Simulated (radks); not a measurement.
Values are calculated unless marked as measured or tabulated.
Valence configurations of Fe III (all share [Ar]). Code: a radial shooting solver on a logarithmic mesh with Libxc functionals. Model: non-relativistic Kohn-Sham, PBE, spin-polarised, spherical densities, point nucleus; open shells are filled with parallel spins first. Energies are relative to 3d6; eigenvalues in eV for spin up.

valence,E (eV),moment (Bohr magnetons),e(3d),e(4p),e(4s)
3d6,0.000,4,-27.355,-,-
3d4 4s2,19.507,4,-41.119,-,-24.825
3d4 4p2,31.093,6,-43.349,-19.807,-
3d5 4p1,10.414,6,-35.256,-17.331,-
3d5 4s1,4.040,6,-34.080,-,-23.064

NIST lists [Ar] 3d6 as the ground configuration; this level of theory agrees among the configurations tried. The energies are those of spherical high-spin densities, not of single terms.
